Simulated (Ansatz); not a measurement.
All numbers were calculated with Ansatz.

Basis-set series for CH₆BSbSe. Charge 0, multiplicity 1. Sb takes the def2 core potential. The bonds changed during the relaxation, so this is another structure than the one it started from. The geometry is a stationary point of PBE0-D4/def2-TZVP. It is one conformer, not always the lowest.

Cartesian coordinates in Å:
```
Se -0.210 -1.560 1.248
C 1.152 -0.656 0.101
B -0.016 0.361 0.134
Sb -1.501 0.365 -1.571
H 0.315 -1.027 2.512
H 1.316 -1.309 -0.753
H 2.058 -0.506 0.681
H -0.005 1.235 0.948
H -0.599 1.543 -2.422
H -2.511 1.554 -0.881
```

```json
{"functional": "PBE0-D4", "basis": "def2-SVP", "functions": "116", "energy (Eh)": "-2707.63927", "HOMO (eV)": "-6.35", "LUMO (eV)": "-0.57"}
{"functional": "PBE0-D4", "basis": "def2-QZVPP", "functions": "465", "energy (Eh)": "-2708.07040", "HOMO (eV)": "-6.47", "LUMO (eV)": "-0.86"}
{"functional": "ωB97M-V", "basis": "def2-SVP", "functions": "116", "energy (Eh)": "-2707.76761", "HOMO (eV)": "-8.38", "LUMO (eV)": "1.43"}
{"functional": "ωB97M-V", "basis": "def2-QZVPP", "functions": "465", "energy (Eh)": "-2708.20260", "HOMO (eV)": "-8.53", "LUMO (eV)": "0.80"}
```

Task: Give the rows for def2-TZVPP. (Estimate.)

Result: The calculation gave: 
| functional | basis | functions | energy (Eh) | HOMO (eV) | LUMO (eV) |
| --- | --- | --- | --- | --- | --- |
| PBE0-D4 | def2-TZVPP | 244 | -2708.01406 | -6.46 | -0.78 |
| ωB97M-V | def2-TZVPP | 244 | -2708.14779 | -8.52 | 1.02 |

Positive LUMOs are unbound and depend on the basis. Scalar relativity is left out up to krypton.
